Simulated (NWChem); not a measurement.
Species: sulfur tetrafluoride (SF$_{4}$); SMILES FS(F)(F)F

Program: NWChem. Structure relaxed at the PBE0/def2-SVP level.

Taking B3LYP/def2-TZVPP as the yardstick, which of these has the fewest basis functions while keeping “highest occupied level (eV)” within 0.2 eV of it: B3LYP/pcseg-2; B3LYP/3-21G; B3LYP/pcseg-1; B3LYP/aug-pcseg-1?

B3LYP/pcseg-1.
```
level              basis functions  highest occupied level (eV)
-----------------  ---------------  ---------------------------
B3LYP/3-21G                     49                        -8.56
B3LYP/pcseg-1                   74                        -9.79
B3LYP/aug-pcseg-1              119                        -9.94
B3LYP/pcseg-2                  154                        -9.90
B3LYP/def2-TZVPP               166                        -9.78
```

The yardstick is one finite set, not the basis-set limit.
